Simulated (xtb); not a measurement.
disulfane (H2S2), singlet, from a rough starting geometry; GFN2-xTB (xtb).

Input for xtb:
```
$ xtb mol.xyz --gfn 2 --opt vtight --json

# file mol.xyz
4

S     -0.90170756     0.46593260     0.54278640
S      0.91577044     0.48164664    -0.49492925
H     -1.53852892    -0.50802032    -0.33040237
H      1.47738480    -0.42367649     0.26293743
```

The log (banner, timings and long lists left out):

```
   ID    Z sym.   atoms
    1   16 S      1, 2
    2    1 H      3, 4

           -------------------------------------------------
          |                Calculation Setup                |
           -------------------------------------------------

           -------------------------------------------------
          |                 G F N 2 - x T B                 |
           -------------------------------------------------

          ...................................................
          :                      SETUP                      :
          :.................................................:
          :  # basis functions                  22          :
          :  # atomic orbitals                  20          :
          :  # shells                            8          :
          :  # electrons                        14          :
          :  max. iterations                   250          :
          :  Hamiltonian                  GFN2-xTB          :
          :  restarted?                      false          :
          :  GBSA solvation                  false          :
          :  PC potential                    false          :
          :  electronic temp.          300.0000000     K    :
          :  accuracy                    1.0000000          :
          :  -> integral cutoff          0.2500000E+02      :
          :  -> integral neglect         0.1000000E-07      :
          :  -> SCF convergence          0.1000000E-05 Eh   :
          :  -> wf. convergence          0.1000000E-03 e    :
          :  Broyden damping             0.4000000          :
          :  net charge                          0          :
          :  unpaired electrons                  0          :
          ...................................................

 iter      E             dE          RMSdq      gap      omega  full diag
   1     -7.5222804 -0.752228E+01  0.769E+00    3.63       0.0  T
   2     -7.5258963 -0.361595E-02  0.328E+00    3.38       1.0  T
   3     -7.5266246 -0.728251E-03  0.514E-01    3.20       1.0  T
   4     -7.5266334 -0.884232E-05  0.924E-02    3.20       1.0  T
   5     -7.5266340 -0.560617E-06  0.378E-02    3.20       1.3  T
   6     -7.5266341 -0.899516E-07  0.141E-02    3.20       3.5  T
   7     -7.5266341 -0.155732E-07  0.317E-03    3.20      15.8  T
   8     -7.5266341 -0.123168E-08  0.107E-03    3.20      46.8  T
   9     -7.5266341 -0.167137E-09  0.492E-04    3.20     101.6  T
  10     -7.5266341 -0.511493E-10  0.173E-04    3.20     289.3  T

   *** convergence criteria satisfied after 10 iterations ***

         :::::::::::::::::::::::::::::::::::::::::::::::::::::
         ::                     SUMMARY                     ::
         :::::::::::::::::::::::::::::::::::::::::::::::::::::
         :: total energy              -7.507667480748 Eh    ::
         :: gradient norm              0.054449861349 Eh/a0 ::
         :: HOMO-LUMO gap              3.197305441026 eV    ::
         ::.................................................::
         :: SCC energy                -7.526634060723 Eh    ::
         :: -> isotropic ES            0.004383899966 Eh    ::
         :: -> anisotropic ES          0.000490503805 Eh    ::
         :: -> anisotropic XC          0.006442135572 Eh    ::
         :: -> dispersion             -0.001626563739 Eh    ::
         :: repulsion energy           0.018966579975 Eh    ::
         :: add. restraining           0.000000000000 Eh    ::
         :: total charge               0.000000000000 e     ::
         :::::::::::::::::::::::::::::::::::::::::::::::::::::

      -----------------------------------------------------------
     |                   =====================                   |
     |                        A N C O P T                        |
     |                   =====================                   |
     |               Approximate Normal Coordinate               |
     |                Rational Function Optimizer                |
      -----------------------------------------------------------
      -----------------------------------------------------------
     |                   =====================                   |
     |                        A N C O P T                        |
     |                   =====================                   |
     |               Approximate Normal Coordinate               |
     |                Rational Function Optimizer                |
      -----------------------------------------------------------

          ...................................................
          :                      SETUP                      :
          :.................................................:
          :   optimization level         verytight          :
          :   max. optcycles                   200          :
          :   ANC micro-cycles                  20          :
          :   degrees of freedom                 6          :
          :.................................................:
          :   RF solver                   davidson          :
          :   write xtbopt.log                true          :
          :   linear?                        false          :
          :   energy convergence         0.1000000E-06 Eh   :
          :   grad. convergence          0.2000000E-03 Eh/α :
          :   maxmium RF displ.          1.0000000          :
          :   Hlow (freq-cutoff)         0.1000000E-01      :
          :   Hmax (freq-cutoff)         5.0000000          :
          :   S6 in model hess.         20.0000000          :
          ...................................................

generating ANC from exact Hessian ...
Using Lindh-Hessian (1995)
 Shifting diagonal of input Hessian by    9.0344733070595960E-003
 Lowest  eigenvalues of input Hessian
    0.000000    0.000000    0.000000    0.000000    0.000000    0.000000
    0.010000    0.014449    0.021439    0.267718    0.517089    0.910020
[...]
 * total energy  :    -7.5076675 Eh     change       -0.5494272E-11 Eh
 * total energy  :    -7.5117919 Eh     change       -0.4124430E-02 Eh
 * total energy  :    -7.5110790 Eh     change        0.7129558E-03 Eh
 * total energy  :    -7.5129842 Eh     change       -0.1905269E-02 Eh
 * total energy  :    -7.5129492 Eh     change        0.3503250E-04 Eh
 * total energy  :    -7.5129913 Eh     change       -0.4213832E-04 Eh
 * total energy  :    -7.5129951 Eh     change       -0.3761510E-05 Eh
 * total energy  :    -7.5129966 Eh     change       -0.1476001E-05 Eh
 * total energy  :    -7.5129966 Eh     change       -0.1088556E-08 Eh
   *** GEOMETRY OPTIMIZATION CONVERGED AFTER 9 ITERATIONS ***
[...]
          :  PC potential                    false          :
          :  electronic temp.          300.0000000     K    :
          :  accuracy                    1.0000000          :
          :  -> integral cutoff          0.2500000E+02      :
          :  -> integral neglect         0.1000000E-07      :
          :  -> SCF convergence          0.1000000E-05 Eh   :
          :  -> wf. convergence          0.1000000E-03 e    :
          :  Broyden damping             0.4000000          :
          :  net charge                          0          :
          :  unpaired electrons                  0          :
          ...................................................

 iter      E             dE          RMSdq      gap      omega  full diag
   1     -7.5363921 -0.753639E+01  0.327E-05    3.48       0.0  T
   2     -7.5363921 -0.790479E-13  0.232E-05    3.48    2156.2  T
   3     -7.5363921 -0.701661E-13  0.593E-06    3.48    8429.8  T

   *** convergence criteria satisfied after 3 iterations ***

         :::::::::::::::::::::::::::::::::::::::::::::::::::::
         ::                     SUMMARY                     ::
         :::::::::::::::::::::::::::::::::::::::::::::::::::::
         :: total energy              -7.512996567930 Eh    ::
         :: gradient norm              0.000101164749 Eh/a0 ::
         :: HOMO-LUMO gap              3.480727457363 eV    ::
         ::.................................................::
         :: SCC energy                -7.536392118093 Eh    ::
         :: -> isotropic ES            0.004550316252 Eh    ::
         :: -> anisotropic ES          0.000760782347 Eh    ::
         :: -> anisotropic XC          0.006015416744 Eh    ::
         :: -> dispersion             -0.001617015254 Eh    ::
         :: repulsion energy           0.023395550163 Eh    ::
         :: add. restraining           0.000000000000 Eh    ::
         :: total charge               0.000000000000 e     ::
         :::::::::::::::::::::::::::::::::::::::::::::::::::::

           -------------------------------------------------
          |                Property Printout                |
           -------------------------------------------------

    * Orbital Energies and Occupations

         #    Occupation            Energy/Eh            Energy/eV
      -------------------------------------------------------------
         1        2.0000           -0.7433289             -20.2270
         2        2.0000           -0.7258563             -19.7516
         3        2.0000           -0.5241760             -14.2636
         4        2.0000           -0.5140701             -13.9886
         5        2.0000           -0.4862424             -13.2313
         6        2.0000           -0.4054480             -11.0328
         7        2.0000           -0.3983456             -10.8395 (HOMO)
         8                         -0.2704313              -7.3588 (LUMO)
         9                         -0.1790203              -4.8714
        10                         -0.1672676              -4.5516
        11                         -0.0415696              -1.1312
        12                         -0.0395614              -1.0765
        13                         -0.0342221              -0.9312
        14                         -0.0142517              -0.3878
        15                          0.0039064               0.1063
        16                          0.0405677               1.1039
        17                          0.0423812               1.1533
        18                          0.2588407               7.0434
       ...                                ...                  ...
        20                          0.5639664              15.3463
      -------------------------------------------------------------
                  HL-Gap            0.1279144 Eh            3.4807 eV
             Fermi-level           -0.3343884 Eh           -9.0992 eV

     #   Z          covCN         q      C6AA      α(0)
     1  16 S        1.899    -0.165   148.009    20.476
     2  16 S        1.899    -0.165   148.008    20.476
     3   1 H        0.922     0.165     1.297     1.781
     4   1 H        0.922     0.165     1.297     1.781

 Mol. C6AA /au·bohr⁶  :        707.877332
 Mol. C8AA /au·bohr⁸  :      31760.070249
 Mol. α(0) /au        :         44.514683

Wiberg/Mayer (AO) data.
largest (>0.10) Wiberg bond orders for each atom

 ---------------------------------------------------------------------------
     #   Z sym  total        # sym  WBO       # sym  WBO       # sym  WBO
 ---------------------------------------------------------------------------
     1  16 S    2.213 --     2 S    1.241     3 H    0.949
     2  16 S    2.213 --     1 S    1.241     4 H    0.949
     3   1 H    0.973 --     1 S    0.949
     4   1 H    0.973 --     2 S    0.949
 ---------------------------------------------------------------------------

Topologies differ in total number of bonds
Writing topology from bond orders to xtbtopo.mol

molecular dipole:
                 x           y           z       tot (Debye)
 q only:        0.009      -0.553      -0.013
   full:        0.012      -0.697      -0.016       1.772
molecular quadrupole (traceless):
                xx          xy          yy          xz          yz          zz
 q only:        1.921       0.028      -0.829       1.550       0.040      -1.092
  q+dip:        0.994      -0.049       0.198       3.698       0.103      -1.192
   full:        1.832      -0.013      -0.436       3.180       0.085      -1.396

optimized geometry written to: xtbopt.xyz

           -------------------------------------------------
          | TOTAL ENERGY               -7.512996567930 Eh   |
          | GRADIENT NORM               0.000101164749 Eh/α |
          | HOMO-LUMO GAP               3.480727457363 eV   |
           -------------------------------------------------

normal termination of xtb
```
